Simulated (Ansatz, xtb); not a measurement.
**A geometry optimisation of BrClCuHSi with r2SCAN-D4/def2-SVP**

The starting geometry of this gas-phase singlet has its atoms placed at random.

```xyz
5

Br    0.4481   -0.4820    0.9451
Cl   -0.1714    1.2874   -0.0730
Cu   -1.6023   -0.4056   -0.0315
Si    0.0486   -0.9477   -1.2956
H    -0.2328    0.3535   -1.0268
```

Q: One run relaxed it with r2SCAN-D4/def2-SVP. What is a likely outcome?

A: It ends as a structure with H5 bridging Cu3 and Si4, given below by its coordinates. Distances that change by over a tenth: Cu3–H5 (1.86 → 1.58 Å), Si4–H5 (1.36 → 1.80 Å). Contacts that open: Br1–Cl2 (2.13 → 4.49 Å), Br1–Si4 (2.32 → 3.60 Å), Cl2–Cu3 (2.22 → 3.33 Å), Cl2–H5 (1.34 → 2.84 Å). Contacts that close: Cl2–Si4 (2.56 → 2.10 Å).

The energy falls by 11.08 eV over 28 steps:

| step | E − E(last) (eV) |
| --- | --- |
| 1 | 11.078 |
| 4 | 2.924 |
| 7 | 1.909 |
| 10 | 0.442 |
| 13 | 0.037 |
| 16 | 0.009 |
| 19 | 0.009 |
| 22 | 0.008 |
| 25 | 0.001 |
| 28 | 0.000 |

Final geometry (Å):

```yaml
atoms:
  - { symbol: Br, position_ang: [0.0795, -1.6687, 1.7347] }
  - { symbol: Cl, position_ang: [0.5091, 2.0749, -0.7034] }
  - { symbol: Cu, position_ang: [-1.0831, -0.7340, 0.1067] }
  - { symbol: Si, position_ang: [0.3867, 0.0955, -1.3877] }
  - { symbol: H, position_ang: [-1.4019, 0.0378, -1.2322] }
```

From the same start GFN2-xTB ends elsewhere, differing in Br1–Si4 (2.69 against 3.60 Å here), Cl2–Cu3 (2.20 against 3.33 Å here), Cu3–Si4 (3.08 against 2.25 Å here), Cu3–H5 (3.37 against 1.58 Å here).

From so rough a start the end depends on the optimiser's path, so another program may land elsewhere. The end wasn't checked by frequencies. Run with Ansatz 0.2.0, 72 s on 1 thread of AMD EPYC 9R45 96-Core Processor (Zen 5), with other jobs on the host.
